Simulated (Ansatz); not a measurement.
Relaxation of CH8FNSi3 (14 atoms, charge 0, multiplicity 1), to a largest force component of 0.015 eV/Å in at most 40 steps.

The calculation used RKS PBE0-D4/def2-SVP (Ansatz 0.2.0).

```xyz
14
Properties=species:S:1:pos:R:3
F -2.407 0.578 0.161
Si -1.056 1.336 -0.127
Si 0.466 1.185 1.438
N 1.429 0.480 0.149
C 0.272 0.048 -0.822
Si -0.316 -1.839 -0.744
H -1.145 2.571 -0.959
H 1.275 2.408 1.888
H 0.353 0.148 2.529
H 1.982 -0.270 0.496
H 0.506 0.280 -1.827
H -1.501 -2.044 -1.640
H -0.720 -2.147 0.610
H 0.802 -2.748 -1.134
```

**Question.** Where does it end, and by what steps?

**Answer.** The forces met the threshold. After 13 steps the energy has fallen by 0.910 eV; H9 moved furthest, 0.56 Å.

```csv
step,energy less start (eV),largest force component (eV/Å),accepted
0,0.0000,2.530,yes
1,-0.6871,1.265,yes
2,-0.8114,0.645,yes
3,-0.8593,0.416,yes
4,-0.8879,0.675,yes
5,-0.8986,0.167,yes
6,-0.9053,0.066,yes
7,-0.9077,0.073,yes
8,-0.9088,0.056,yes
9,-0.9093,0.042,yes
10,-0.9097,0.025,yes
11,-0.9099,0.024,yes
12,-0.9101,0.029,yes
13,-0.9102,0.015,yes
```

```xyz
14
Properties=species:S:1:pos:R:3
F -2.483 0.546 0.234
Si -1.035 1.231 -0.081
Si 0.627 1.238 1.554
N 1.253 0.211 0.284
C 0.243 -0.010 -0.770
Si -0.355 -1.806 -0.843
H -1.317 2.411 -0.949
H 1.423 2.479 1.825
H 0.369 0.589 2.880
H 2.119 -0.316 0.234
H 0.593 0.306 -1.774
H -1.338 -2.000 -1.954
H -0.980 -2.191 0.457
H 0.821 -2.703 -1.078
```

Whether the end is a true minimum wasn't checked by a vibrational analysis.

Time of the run: 2.2 min on 2 threads of Arm Neoverse N1 (shared host), peak memory 0.38 GiB.
